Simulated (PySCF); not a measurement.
The dipole of `CCCCP(CC(C)C)C(C)(C)C` (butyl(isobutyl)(tert-butyl)phosphan) from its density and from atomic charges.

Coordinates (PBE0-D3(BJ)/def2-SVP, Å) and charges (e) from the PBE0/pcSseg-1 density (PySCF):

| atom | x | y | z | Mulliken | IAO | Hirshfeld | ESP-fitted |
| --- | --- | --- | --- | --- | --- | --- | --- |
| C1 | 4.773 | 1.235 | 0.257 | -0.2688 | -0.4073 | -0.1141 | -0.3822 |
| C2 | 3.479 | 1.116 | -0.531 | -0.2757 | -0.2404 | -0.0645 | +0.1624 |
| C3 | 2.330 | 0.532 | 0.280 | -0.2268 | -0.2379 | -0.0715 | +0.0215 |
| C4 | 1.029 | 0.425 | -0.507 | -0.4643 | -0.4259 | -0.1123 | +0.0269 |
| P5 | -0.406 | -0.238 | 0.481 | +0.4557 | +0.4402 | +0.1656 | -0.6450 |
| C6 | -1.798 | 0.484 | -0.523 | -0.4222 | -0.4263 | -0.1117 | +0.2340 |
| C7 | -2.147 | 1.924 | -0.129 | -0.3644 | -0.0801 | -0.0202 | +0.3394 |
| C8 | -2.755 | 1.993 | 1.267 | -0.2212 | -0.4104 | -0.1213 | -0.3039 |
| C9 | -3.070 | 2.555 | -1.166 | -0.2179 | -0.4050 | -0.1156 | -0.7440 |
| C10 | -0.482 | -2.062 | -0.029 | -0.7449 | -0.1041 | -0.0134 | +0.8341 |
| C11 | 0.838 | -2.712 | 0.390 | -0.1769 | -0.4034 | -0.1182 | -0.6836 |
| C12 | -0.717 | -2.291 | -1.519 | -0.1644 | -0.4032 | -0.1192 | -0.5956 |
| C13 | -1.623 | -2.686 | 0.779 | -0.1644 | -0.4042 | -0.1208 | -0.5849 |
| H14 | 5.108 | 0.251 | 0.624 | +0.1095 | +0.1320 | +0.0372 | +0.0869 |
| H15 | 4.645 | 1.886 | 1.137 | +0.1111 | +0.1330 | +0.0376 | +0.0825 |
| H16 | 5.586 | 1.656 | -0.353 | +0.1171 | +0.1374 | +0.0394 | +0.0976 |
| H17 | 3.183 | 2.108 | -0.915 | +0.1140 | +0.1239 | +0.0335 | -0.0209 |
| H18 | 3.645 | 0.489 | -1.426 | +0.1127 | +0.1231 | +0.0327 | -0.0244 |
| H19 | 2.625 | -0.460 | 0.662 | +0.1223 | +0.1215 | +0.0310 | +0.0152 |
| H20 | 2.157 | 1.151 | 1.178 | +0.1229 | +0.1287 | +0.0301 | +0.0361 |
| H21 | 0.726 | 1.432 | -0.842 | +0.1501 | +0.1343 | +0.0355 | +0.0186 |
| H22 | 1.175 | -0.168 | -1.428 | +0.1408 | +0.1210 | +0.0305 | -0.0061 |
| H23 | -1.548 | 0.435 | -1.597 | +0.1433 | +0.1241 | +0.0328 | -0.0263 |
| H24 | -2.688 | -0.153 | -0.377 | +0.1431 | +0.1290 | +0.0342 | -0.0194 |
| H25 | -1.208 | 2.511 | -0.118 | +0.1265 | +0.1165 | +0.0297 | +0.0318 |
| H26 | -3.720 | 1.460 | 1.296 | +0.1008 | +0.1260 | +0.0341 | +0.0803 |
| H27 | -2.092 | 1.529 | 2.013 | +0.1342 | +0.1440 | +0.0264 | +0.0683 |
| H28 | -2.941 | 3.035 | 1.570 | +0.1124 | +0.1326 | +0.0376 | +0.0657 |
| H29 | -3.316 | 3.596 | -0.903 | +0.1145 | +0.1339 | +0.0386 | +0.1885 |
| H30 | -4.018 | 1.996 | -1.237 | +0.1049 | +0.1291 | +0.0355 | +0.1619 |
| H31 | -2.610 | 2.558 | -2.167 | +0.1120 | +0.1319 | +0.0368 | +0.1623 |
| H32 | 1.682 | -2.351 | -0.218 | +0.1263 | +0.1292 | +0.0364 | +0.1748 |
| H33 | 0.781 | -3.805 | 0.255 | +0.1144 | +0.1314 | +0.0380 | +0.1469 |
| H34 | 1.069 | -2.513 | 1.449 | +0.1249 | +0.1365 | +0.0360 | +0.1778 |
| H35 | -1.700 | -1.919 | -1.845 | +0.1209 | +0.1321 | +0.0364 | +0.1157 |
| H36 | 0.052 | -1.805 | -2.140 | +0.1125 | +0.1271 | +0.0342 | +0.1593 |
| H37 | -0.684 | -3.370 | -1.746 | +0.1132 | +0.1314 | +0.0369 | +0.1232 |
| H38 | -2.598 | -2.236 | 0.532 | +0.1146 | +0.1286 | +0.0351 | +0.1580 |
| H39 | -1.460 | -2.562 | 1.861 | +0.1243 | +0.1399 | +0.0349 | +0.1451 |
| H40 | -1.696 | -3.766 | 0.565 | +0.1129 | +0.1302 | +0.0374 | +0.1214 |

Task: What dipole does each set of charges give (1 e·Å = 4.803 D), and what does the density give?

Result: The full density gives (0.07, -0.25, -1.16) D, 1.19 D in size; dipole vectors point from the negative to the positive end.

```
    scheme     μx     μy     μz  size (D)  share of the full size (%)  angle to the full dipole (°)
  Mulliken  -0.03  -0.17   1.21      1.22                         103                           160
       IAO   0.05   0.09   1.20      1.21                         101                           170
 Hirshfeld   0.11  -0.09   0.22      0.26                          22                           137
ESP-fitted   0.06  -0.27  -1.13      1.17                          98                             1
```

Task: Which set comes closest?

Result: Length of the difference vector: ESP-fitted 0.03 D, Hirshfeld 1.39 D, Mulliken 2.38 D, IAO 2.39 D. Closest: ESP-fitted. ESP charges are fitted to the potential around the molecule, whose slowest-falling term is the dipole's. The schemes that divide the density aren't constrained to reproduce the dipole.

Task: What is left for the Hirshfeld atoms' own dipoles?

Result: The Hirshfeld atoms' densities add up to the full density, so μ = Σ q r + Σ (atomic dipoles). The atomic dipoles sum to (0.07, -0.25, -1.16) − (0.11, -0.09, 0.22) = (-0.04, -0.16, -1.38) D, 1.39 D in size.

Task: With the origin at the mean of the coordinates, (-0.010, 0.031, -0.128) Å, which are the largest single terms, by size, of the IAO dipole along the direction of the full one?

Result: C8 +3.82, C12 -3.50, H27 -1.75, H28 -1.57, H36 +1.44 D; all 40 atoms together -1.19 D. The single terms depend on the origin, their sum doesn't.

Task: Give the size of the full dipole in other units.

Result: 1.19 D = 0.468 au = 0.248 e·Å = 3.97 × 10⁻³⁰ C·m.

Isolated species at its PBE0-D3(BJ)/def2-SVP geometry (one conformer only).

The run behind these numbers computed NMR shieldings as well. The run took 2.0 min on one thread, Intel Xeon 6975P-C (x86_64) (shared host), and the process peaked at 2.5 GiB of memory.
